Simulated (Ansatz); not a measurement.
Geometry optimisation, Ansatz, RKS r2SCAN/cc-pVDZ.

Input:

```yaml
crystal:
  periodic: [false, false, false]
  atoms:
    - { symbol: B, position_ang: [0.0, 0.0, 0.0] }
    - { symbol: "N", position_ang: [0.0, 0.0, 1.9] }
    - { symbol: H, position_ang: [-0.877, -0.2713, 2.43] }
    - { symbol: H, position_ang: [0.877, 0.2713, 2.43] }
    - { symbol: "N", position_ang: [1.3423, 0.0, -0.775] }
    - { symbol: H, position_ang: [1.8089, -0.9179, -1.0268] }
    - { symbol: H, position_ang: [1.7937, 0.9179, -1.0532] }
    - { symbol: O, position_ang: [-1.2211, 0.0, -0.705] }
    - { symbol: H, position_ang: [-1.7308, -0.8467, -0.4965] }
    - { symbol: H, position_ang: [-0.1864, 1.4017, 0.4698] }
    - { symbol: H, position_ang: [-0.1534, 1.1538, 1.3606] }
basis:
  gaussian: { orbitals: cc-pVDZ }
hamiltonian:
  xc: r2scan
relax:
  f_tol: 0.15
  max_steps: 25
  restrain:
    - { distance: [0, 9], at: 2.39, k: 30.0 }
    - { distance: [10, 1], at: 2.26, k: 30.0 }
    - { distance: [0, 1], at: 1.55, k: 30.0 }
    - { distance: [10, 9], at: 0.66, k: 30.0 }
```

Launched with:

```bash
$ ansatz run input.yaml --threads 2 --pin off --max-ram 3072MiB --backend cpu --events-out ev --progress --plain --runs-dir out
```

Task: Where does it end, and by what steps?

Result: The forces met the threshold. The restraints hold the end off the free minimum. After 16 steps the energy has fallen by 4.246 eV (the restraints' own energy left out); H7 moved furthest, 1.15 Å.

```tsv
step	energy less start (eV)	largest force component (eV/Å)	accepted
0	0.0000	4.268	yes
1	-0.2126	2.201	yes
2	-0.9321	2.974	yes
3	-2.2212	2.532	yes
4	-3.2696	1.400	yes
5	-3.6079	1.656	yes
6	-3.7392	1.858	yes
7	-3.8552	2.083	yes
8	-3.9411	2.107	yes
9	-3.9897	1.890	yes
10	-4.1007	1.864	yes
11	-4.1832	1.760	yes
12	-4.2249	1.669	yes
13	-4.2383	1.744	yes
14	-4.2421	1.607	yes
15	-4.2559	1.520	no
16	-4.2464	1.563	yes
```

```xyz
11
Properties=species:S:1:pos:R:3
B 0.104 -0.201 0.078
N 0.083 -0.552 1.532
H -0.771 -0.393 2.054
H 0.889 -0.296 2.093
N 1.334 0.032 -0.591
H 2.213 -0.252 -0.181
H 1.353 0.006 -1.603
O -1.057 -0.139 -0.673
H -1.844 -0.246 -0.127
H -0.396 2.070 0.683
H -0.254 1.679 1.269
```

The run took 35 s on 2 threads of Arm Neoverse V2 (shared host), peak memory 0.14 GiB.
